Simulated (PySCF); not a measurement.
# Choosing a basis for TDDFT

Compound: amminetrifluoroboron, BF₃H₃N.
SMILES: `[NH3+][B-](F)(F)F`

TDDFT with PBE0 (PySCF), vertical singlets, core orbitals frozen in the response, spherical d and f functions. Geometry: PBE0-D3(BJ)/def2-SVP; no solvent, vibrations or thermal averaging.

**Question.** How do the low singlets change with the basis? Take 6-31G*, def2-SVP, 6-31+G*, def2-SVPD, aug-cc-pVDZ, def2-TZVP, def2-TZVPD and aug-cc-pVTZ.

**Answer.** 

| basis | functions | diffuse | S1 (eV) | S2 (eV) | S3 (eV) | S4 (eV) | S5 (eV) | LUMO (eV) | α (au) |
| --- | --- | --- | --- | --- | --- | --- | --- | --- | --- |
| 6-31G* | 76 | no | 9.36 | 9.51 | 9.97 | 9.97 | 10.60 | 1.09 | 19.8 |
| def2-SVP | 85 | no | 9.10 | 9.21 | 9.71 | 9.71 | 10.35 | 0.44 | 19.7 |
| 6-31+G* | 96 | yes | 8.46 | 8.51 | 9.07 | 9.07 | 9.70 | -0.76 | 24.6 |
| def2-SVPD | 133 | yes | 8.83 | 8.83 | 9.43 | 9.43 | 10.08 | -0.45 | 27.3 |
| aug-cc-pVDZ | 142 | yes | 8.33 | 8.34 | 8.93 | 8.93 | 9.55 | -0.95 | 27.6 |
| def2-TZVP | 173 | no | 8.87 | 8.88 | 9.46 | 9.47 | 10.09 | -0.18 | 25.1 |
| def2-TZVPD | 221 | yes | 8.49 | 8.50 | 9.08 | 9.09 | 9.70 | -0.73 | 27.8 |
| aug-cc-pVTZ | 299 | yes | 8.35 | 8.35 | 8.94 | 8.94 | 9.55 | -0.95 | 27.9 |

States are compared by their number. Against the largest diffuse basis here (aug-cc-pVTZ, itself not a converged limit), sets without diffuse functions differ by up to 1.01 eV in S1 and 1.06 eV in S5; the smaller diffuse sets differ by up to 0.48 and 0.53 eV. State by state, the largest deviation of a set without diffuse functions is S1 1.01, S2 1.16, S3 1.03, S4 1.03, S5 1.06 eV. The same number needn't mean the same state in each row. Against aug-cc-pVTZ the polarisability deviates by -29% in 6-31G*, -29% in def2-SVP, -12% in 6-31+G*, -2% in def2-SVPD, -1% in aug-cc-pVDZ, -10% in def2-TZVP, 0% in def2-TZVPD. A single + in a Pople set puts diffuse functions on heavy atoms only.
